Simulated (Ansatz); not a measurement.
The same path of C$_{2}$H$_{8}$NSbSn (13 atoms, charge 0, multiplicity 1) was run twice with different band settings. The coordinate that changes most is the height of Sb5 over the plane of its neighbours.

Computed with RKS PBE/def2-SVP in Ansatz.

Relaxed end points:

```xyz
13
Properties=species:S:1:pos:R:3
C -1.694 -0.871 0.940
N -0.610 0.015 1.274
C 0.224 0.445 0.422
Sn 0.223 0.034 -1.795
Sb 1.778 1.839 1.197
H -1.601 -1.807 1.533
H -1.740 -1.138 -0.148
H -2.659 -0.407 1.235
H -1.308 0.261 -2.580
H 1.334 1.191 -2.448
H 0.806 -1.556 -2.167
H 2.274 0.733 2.435
H 2.993 1.227 0.117
```

```xyz
13
Properties=species:S:1:pos:R:3
C -1.719 -1.049 0.919
N -0.570 -0.328 1.403
C 0.299 0.185 0.631
Sn 0.282 0.111 -1.621
Sb 1.953 1.241 1.684
H -1.713 -2.077 1.341
H -1.777 -1.120 -0.198
H -2.644 -0.562 1.293
H -1.123 0.868 -2.305
H 1.680 0.982 -2.144
H 0.383 -1.510 -2.235
H 1.818 2.630 0.642
H 3.154 0.594 0.604
```

Common settings: spring 5.0 eV/Å²; optimiser quadratic models (default); start path through a guess of the saddle point; force threshold 0.05 eV/Å; end points relaxed.

| run | movable images | climbing image | iteration limit |
| --- | --- | --- | --- |
| 1 | 9 | yes | 42 |
| 2 | 4 | no | 60 |

Question: What does each run give, and how far can it be trusted?

Answer: Run 1: converged after 31 iterations, highest image 1.689 eV above the first end. Neighbouring images differ by up to 1.6 eV, so the band resolves the path poorly. A vibrational analysis at the climbing image gives one clearly imaginary mode, 808i cm⁻¹: a first-order saddle point.
Run 2: converged after 24 iterations, highest image 0.399 eV above the first end. No image climbed, so the highest image needn't sit at the top of the path. A band with more images between the same ends climbed to 1.69 eV, so this one has probably stepped over the top.
